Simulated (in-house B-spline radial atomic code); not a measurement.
How numerical settings move a run on Si+, [Ne] 3s2 3p1. Computed with an all-electron radial atomic-structure program (B-spline basis): Dirac-Hartree-Fock, average of configuration, Fermi nucleus of rms radius 3.1224 fm.

Command:
```bash
python run_scf.py task.json out
```
Settings of the sound reference run:
```
Z                14
electrons        13
configuration    [Ne] 3s2 3p1
hamiltonian      dirac
method           hf
spin_polarised   False
nucleus          fermi
rms_radius       3.1224
mass_number      28
atomic_mass      27.97693
speed_of_light   137.036
knot_spacing     0.22
spline_order     8
gauss_points     12
box_radius       35.29
max_iterations   70
damping          0.5
damped_steps     3
diis_vectors     10
tolerance        1e-08
start            Thomas-Fermi
```

Time taken, with all properties: 0.67 s on 1 thread of Intel(R) Xeon(R) 6975P-C, with other jobs on the host.

It converges in 9 iterations to -289.200260 hartree, with 3p3/2 at -15.9182 eV. The other runs change the listed settings, some to values that make no sense; their results aren't properties of the atom or ion. Radii are in bohr (the nuclear one in fm), a minus after a letter asks for a j subshell, and «unchanged» means within 1e-8 hartree. The run stops when the residual is below 10 × tolerance × max(1, Z/10), or a noise floor if that is larger, and the energy moves by less than 1e-8 × √|E| hartree; so very loose and very tight tolerances often act alike.

```tsv
changed settings	outcome
tolerance = 1e-06	converged in 8 iterations, energy unchanged, 3p3/2 level -2.6e-05 eV
damping = 0.8	converged in 9 iterations, energy unchanged, 3p3/2 level -3.4e-07 eV
spline_order = 7, box_radius = 1.41, first_knot = 0.00714, max_iterations = 100	converged in 8 iterations, energy +1.81e+01 hartree from the reference, 3p3/2 level +1.7e+02 eV (the program warns: 3p3/2 has a positive eigenvalue: unbound, held by the box; 3s1/2 has a positive eigenvalue: unbound, held by the box)
spline_order = 4, max_iterations = 8, tolerance = 1e-10	not converged after 8 iterations, last residual 7.5e-07, last energy +6.65e-05 hartree from the reference
damping = 0.2	converged in 8 iterations, energy unchanged, 3p3/2 level -3.5e-06 eV
first_knot = 7.14e-06, max_iterations = 5	not converged after 5 iterations, last residual 2.0e-03, last energy +8.34e-05 hartree from the reference
tolerance = 1e-13	converged in 9 iterations, energy unchanged
damping = 0	converged in 8 iterations, energy unchanged, 3p3/2 level +6.3e-07 eV
spline_order = 5, gauss_points = 5, max_iterations = 100, diis_vectors = 4	converged in 9 iterations, energy +1.68e-06 hartree from the reference
```

Question: What happens with start = bare nucleus?

Answer: Converged in 10 iterations, energy unchanged, 3p3/2 level -1.1e-06 eV.

Question: What happens with electrons = 21, configuration = [Ne] 3s2 3p1 5s2 5p6, max_iterations = 100?

Answer: Not converged after 100 iterations, last residual 3.3e-03.

Question: What happens with method = scan,scan?

Answer: Stopped with error: meta-GGAs are not served with the Dirac Hamiltonian.

Question: What happens with first_knot = 0.0214, max_iterations = 75, tolerance = 1e-13?

Answer: Converged in 11 iterations, energy +2.57e-03 hartree from the reference, 3p3/2 level +1.9e-04 eV.
